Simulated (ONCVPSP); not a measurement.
## PBE ONCV dataset for caesium, scalar-relativistic all-electron reference.

ONCVPSP 4.0.1 was run on this input:

```
# ATOM AND REFERENCE CONFIGURATION
# atsym  z   nc   nv     iexc    psfile
  Cs 55.00    9    4        4      upf
#
#   n    l    f
    1    0    2.00
    2    0    2.00
    2    1    6.00
    3    0    2.00
    3    1    6.00
    3    2   10.00
    4    0    2.00
    4    1    6.00
    4    2   10.00
    5    0    2.00
    5    1    6.00
    6    0    0.50
    6    1    0.50
#
# PSEUDOPOTENTIAL AND OPTIMIZATION
# lmax
    2
#
#   l,   rc,      ep,       ncon, nbas, qcut
    0    3.40    0.00    4    7    2.70
    1    3.25    0.00    5    8    4.50
    2    3.40    0.45    3    6    2.90
#
# LOCAL POTENTIAL
# lloc, lpopt,  rc(5),   dvloc0
    4    3    2.30    0.00
#
# VANDERBILT-KLEINMAN-BYLANDER PROJECTORs
# l, nproj, debl
    0    2    1.30
    1    2    3.00
    2    2    3.30
#
# MODEL CORE CHARGE
# icmod, fcfact, rcfact
    3    5.50    1.00
#
# LOG DERIVATIVE ANALYSIS
# epsh1, epsh2, depsh
   -3.00    5.00    0.02
#
# OUTPUT GRID
# rlmax, drl
    6.00    0.01
#
# TEST CONFIGURATIONS
# ncnf
    4
# nvcnf
#   n    l    f
    4
    5    0    2.00
    5    1    6.00
    6    0    1.00
    6    1    0.00
#
    4
    5    0    2.00
    5    1    6.00
    6    0    0.00
    6    1    0.00
#
    4
    5    0    2.00
    5    1    6.00
    6    0    0.50
    6    1    0.00
#
    5
    5    0    2.00
    5    1    6.00
    6    0    0.00
    6    1    0.00
    5    2    1.00
#
```

Command:

```bash
oncvpsp.x < Cs.dat > Cs.out
```

The program printed (shortened: citation, most of the input echo, consistency checks and plot data are left out):

```
ONCVPSP  (Optimized Norm-Conservinng Vanderbilt PSeudopotential)
scalar-relativistic version 4.0.1

#   n    l    f        energy (Ha)
    1    0    2.00    -1.3156555E+03
    2    0    2.00    -2.0639349E+02
    2    1    6.00    -1.8514075E+02
    3    0    2.00    -4.2927076E+01
    3    1    6.00    -3.6088744E+01
    3    2   10.00    -2.6054651E+01
    4    0    2.00    -8.1195792E+00
    4    1    6.00    -5.9336593E+00
    4    2   10.00    -2.7525089E+00
    5    0    2.00    -1.0061589E+00
    5    1    6.00    -5.1999880E-01
    6    0    0.50    -8.8639329E-02
    6    1    0.50    -3.8289325E-02

Reference configufation results
  iterations    29
  all-electron total energy (Ha)   -7.78690535D+03

Begin loop to  construct optimized pseudo wave functions
and semi-local pseudopoentials for all angular momenta

Calculating optimized projector #   1

 for l=   0

    Fraction of norm inside rc  0.988349
    Optimizing pswf for qcut=   2.70 a_B^-1,  ecut=   3.63 Ha
    Residual kinetic energy error=  4.52D-06 Ha

    Energy error per electron        Cutoff
         Ha          eV             Ha
         0.01000     0.27211        1.60
         0.00100     0.02721        2.25
         0.00010     0.00272        2.78
         0.00001     0.00027        3.77

Calculating optimized projector #   2

 for l=   0

    Fraction of norm inside rc  0.110755
    Optimizing pswf for qcut=   2.70 a_B^-1,  ecut=   3.63 Ha
    Residual kinetic energy error=  6.48D-05 Ha

    Energy error per electron        Cutoff
         Ha          eV             Ha
         0.01000     0.27211        1.15
         0.00100     0.02721        1.75
         0.00010     0.00272        2.98
         0.00001     0.00027       12.39

Calculating optimized projector #   1

 for l=   1

    Fraction of norm inside rc  0.926391
    Optimizing pswf for qcut=   4.50 a_B^-1,  ecut=  10.12 Ha
    Residual kinetic energy error=  1.19D-06 Ha

    Energy error per electron        Cutoff
         Ha          eV             Ha
         0.01000     0.27211        2.75
         0.00100     0.02721        3.84
         0.00010     0.00272        6.82
         0.00001     0.00027        8.72

Calculating optimized projector #   2

 for l=   1

    Fraction of norm inside rc  0.023529
    Optimizing pswf for qcut=   4.50 a_B^-1,  ecut=  10.12 Ha
    Residual kinetic energy error=  1.56D-07 Ha

    Energy error per electron        Cutoff
         Ha          eV             Ha
         0.01000     0.27211        1.44
         0.00100     0.02721        2.61
         0.00010     0.00272        3.87
         0.00001     0.00027        7.37

WARNING wellstate: moderately localized bound state found for n= 5 l=  2
WARNING scattering state with energy  0.05000000
WARNING will be used for the first projector

   Wellstate for l =  2  n =  6
     eigenvalue =   0.0500
     asymptotic potential =   0.5500
     half-point radius = 22.7980

   Wellstate for l =  2  n =  9
     eigenvalue =   3.3500
     asymptotic potential =   3.8500
     half-point radius =  5.7310

Calculating optimized projector #   1

 for l=   2

    Fraction of norm inside rc  0.171238
    Optimizing pswf for qcut=   2.90 a_B^-1,  ecut=   4.22 Ha
    Residual kinetic energy error=  7.29D-05 Ha

    Energy error per electron        Cutoff
         Ha          eV             Ha
         0.01000     0.27211        2.03
         0.00100     0.02721        3.17
         0.00010     0.00272        4.14
         0.00001     0.00027       10.21

Calculating optimized projector #   2

 for l=   2

    Fraction of norm inside rc  0.175997
    Optimizing pswf for qcut=   2.90 a_B^-1,  ecut=   4.22 Ha
    Residual kinetic energy error=  2.99D-01 Ha

    Energy error per electron        Cutoff
         Ha          eV             Ha
         0.01000     0.27211       19.71
         0.00100     0.02721       40.49
         0.00010     0.00272       89.19

Construct Vanderbilt / Kleinmman-Bylander projectors

B matrix Hermiticity error, ll=   0
   1   2    3.8890E-05

  Orthonormal projector coefficients  1.5010E+00  3.6335E-01

B matrix Hermiticity error, ll=   1
   1   2    1.0872E-05

  Orthonormal projector coefficients  1.4364E+00  2.6477E-01

B matrix Hermiticity error, ll=   2
   1   2    4.0772E-05

  Orthonormal projector coefficients  7.1801E+00  7.1331E-01

Model core correction analysis
  based on d2Exc/dn_idn_j

d2excae - all-electron derivatives

   -2.477062D-02   -2.099794D-02   -1.582934D-03   -6.550213D-04
   -2.099789D-02   -2.133454D-02   -3.023722D-03   -8.042751D-04
   -1.582224D-03   -3.020739D-03   -2.894145D-02   -2.288150D-02
   -6.547046D-04   -8.020427D-04   -2.277459D-02   -3.141502D-02

d2excps - pseudofunction derivatives with no core correction

   -3.759254D-02   -2.348632D-02   -2.608738D-03   -8.162113D-04
   -2.348717D-02   -2.321042D-02   -3.228102D-03   -8.960395D-04
   -2.608859D-03   -3.225142D-03   -2.902966D-02   -2.289256D-02
   -8.159497D-04   -8.938169D-04   -2.278563D-02   -3.141967D-02

rms 2nd derivative error    3.378015E-03

rmatch, rhocmatch    1.3446    2.1436

Teter function model core charge with specified parameters

d2excps - pseudofunction derivatives with core correction

   -2.738748D-02   -2.108304D-02   -1.857842D-03   -7.053815D-04
   -2.108303D-02   -2.274932D-02   -3.039461D-03   -8.689930D-04
   -1.857178D-03   -3.036491D-03   -2.897513D-02   -2.288422D-02
   -7.050811D-04   -8.667738D-04   -2.277729D-02   -3.141829D-02

rms 2nd derivative error    7.512630E-04

Pseudoatom total energy  -20.615941

Diagnostic tests using Vanderbilt-Kleinman-Bylander pseudopotentials
  1 or more projectors used as specified by nproj input data

   l    rcore       rmatch      e in        delta e   norm test  slope test

   0   3.4188019   3.5226042  -1.0061589   0.0000002   1.0000784   1.0000706
   0   3.4188019   3.5226042  -0.0886393   0.0000001   1.0000082   1.0000065

   1   3.2590430   3.3579946  -0.5199988   0.0000000   1.0000519   1.0000524
   1   3.2590430   3.3579946  -0.0382893   0.0000002   1.0000109   1.0000091

   2   3.4188019   3.5226042   0.0500000  -0.0000185   0.9995333   0.9995333
run_diag: lschvkbbe ERROR   2   5   2  60  3.35000002E+00  3.46751158E+00
   2   3.4188019   3.5226042   3.3500000   0.1175116   0.0739929   0.0900463

 Testing for bound ghosts
   n   l    E NL Schr. Eq   E Basis Diag.   E Cutoff

   1   0       -1.006159       -1.006159     16.40
   2   0       -0.088639       -0.081092     16.40

   2   1       -0.519999       -0.519998     28.65
   3   1       -0.038289       -0.004512     28.65

   3   2       -0.026258       -0.017230     15.76

 Testing for highly-localized positive-energy ghosts
       l    <radius>/rc     E Basis Diag.   E Cutoff

       2        0.567975        3.317332     15.76  WARNING - GHOST(+)

       2        0.817160       16.512716     15.76  WARNING - GHOST(+)

Test configuration 0

   n   l     f        eae           eps        diff
   1   0  2.0000-1315.65549268
   2   0  2.0000 -206.39348807
   2   1  6.0000 -185.14075499
   3   0  2.0000  -42.92707633
   3   1  6.0000  -36.08874384
   3   2 10.0000  -26.05465062
   4   0  2.0000   -8.11957917
   4   1  6.0000   -5.93365933
   4   2 10.0000   -2.75250886
   5   0  2.0000   -1.00615893   -1.00615871    2.13D-07
   5   1  6.0000   -0.51999880   -0.51999879    1.83D-08
   6   0  0.5000   -0.08863933   -0.08863923    1.01D-07
   6   1  0.5000   -0.03828933   -0.03828915    1.78D-07

    Total energies and differences
      AE_ref= -7.78690535D+03  AE_tst= -7.78690535D+03  dif=  0.00D+00
      PS_ref= -2.06159415D+01  PS_tst= -2.06159415D+01  dif=  4.97D-14
      PSP excitation error= -4.97D-14

Test configuration 1

   n   l     f        eae           eps        diff
   1   0  2.0000-1315.63155472
   2   0  2.0000 -206.36953090
   2   1  6.0000 -185.11681174
   3   0  2.0000  -42.90308616
   3   1  6.0000  -36.06475557
   3   2 10.0000  -26.03066084
   4   0  2.0000   -8.09561948
   4   1  6.0000   -5.90971403
   4   2 10.0000   -2.72859562
   5   0  2.0000   -0.98238832   -0.98214645    2.42D-04
   5   1  6.0000   -0.49678609   -0.49679237   -6.28D-06
   6   0  1.0000   -0.07667011   -0.07666531    4.80D-06

    Total energies and differences
      AE_ref= -7.78690535D+03  AE_tst= -7.78693031D+03  dif= -2.50D-02
      PS_ref= -2.06159415D+01  PS_tst= -2.06408986D+01  dif= -2.50D-02
      PSP excitation error= -3.06D-06

Test configuration 2

   n   l     f        eae           eps        diff
   1   0  2.0000-1315.82460355
   2   0  2.0000 -206.56249833
   2   1  6.0000 -185.30976430
   3   0  2.0000  -43.09603761
   3   1  6.0000  -36.25770439
   3   2 10.0000  -26.22361763
   4   0  2.0000   -8.28834043
   4   1  6.0000   -6.10238398
   4   2 10.0000   -2.92114000
   5   0  2.0000   -1.17371570   -1.17409854   -3.83D-04
   5   1  6.0000   -0.68612046   -0.68612904   -8.57D-06

    Total energies and differences
      AE_ref= -7.78690535D+03  AE_tst= -7.78678833D+03  dif=  1.17D-01
      PS_ref= -2.06159415D+01  PS_tst= -2.04989096D+01  dif=  1.17D-01
      PSP excitation error= -1.19D-05

Test configuration 3

   n   l     f        eae           eps        diff
   1   0  2.0000-1315.72140573
   2   0  2.0000 -206.45934914
   2   1  6.0000 -185.20662506
   3   0  2.0000  -42.99289667
   3   1  6.0000  -36.15456517
   3   2 10.0000  -26.12047336
   4   0  2.0000   -8.18534318
   4   1  6.0000   -5.99941888
   4   2 10.0000   -2.81825321
   5   0  2.0000   -1.07160835   -1.07158565    2.27D-05
   5   1  6.0000   -0.58532635   -0.58532511    1.24D-06
   6   0  0.5000   -0.14088201   -0.14087917    2.84D-06

    Total energies and differences
      AE_ref= -7.78690535D+03  AE_tst= -7.78687627D+03  dif=  2.91D-02
      PS_ref= -2.06159415D+01  PS_tst= -2.05868511D+01  dif=  2.91D-02
      PSP excitation error= -3.82D-06

Test configuration 4

   n   l     f        eae           eps        diff
   1   0  2.0000-1315.63935355
   2   0  2.0000 -206.37622530
   2   1  6.0000 -185.12356919
   3   0  2.0000  -42.90981588
   3   1  6.0000  -36.07148717
   3   2 10.0000  -26.03733661
   4   0  2.0000   -8.10218371
   4   1  6.0000   -5.91621876
   4   2 10.0000   -2.73486179
   5   0  2.0000   -0.98762489   -0.99051525   -2.89D-03
   5   1  6.0000   -0.50298652   -0.50500855   -2.02D-03
   5   2  1.0000   -0.02118212   -0.02109166    9.05D-05

    Total energies and differences
      AE_ref= -7.78690535D+03  AE_tst= -7.78686888D+03  dif=  3.65D-02
      PS_ref= -2.06159415D+01  PS_tst= -2.05777869D+01  dif=  3.82D-02
      PSP excitation error= -1.69D-03
```

The run took about 7.2 s on one core of a shared server CPU.
